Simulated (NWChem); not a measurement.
**Atomisation of H4F2Ga2**

SMILES: [F][GaH2].[F][GaH2]
```xyz
8

Ga     0.0000     0.0000     1.5121
Ga     0.0000     0.0000    -1.5121
F     -1.2403     0.0000     0.0000
H      0.0000    -1.4386     2.1076
H      0.0000     1.4386     2.1076
F      1.2403     0.0000     0.0000
H      0.0000    -1.4386    -2.1076
H      0.0000     1.4386    -2.1076
```
Charge 0, spin multiplicity 1.

The numbers come from NWChem runs, not from measurements. The geometry was optimised at B3LYP/def2-SVP, held to D2h symmetry and with no frequency check, so it may be a saddle point.

Basis set: def2-TZVP. The atomisation energy is electronic alone: no zero-point, thermal, spin-orbit or counterpoise terms. No value is extrapolated to the basis-set limit. Free atoms are single determinants with multiplicities Ga 2, F 2, H 2.

The Hamiltonian is non-relativistic. B3LYP has NWChem's definition, with VWN1-RPA local correlation. The structure started from a generated list of species. No SCF solution was tested for a lower state. Open-shell Hartree-Fock references start from PBE0 orbitals.

Question: One of these methods gave an atomisation energy of 403.4 kcal/mol. Which?
(A) TPSS
(B) LDA (SVWN5)
(C) PBE0
(D) HF

Answer: D, HF. The others give 544.0 (TPSS), 522.9 (PBE0), 612.0 (LDA (SVWN5)).
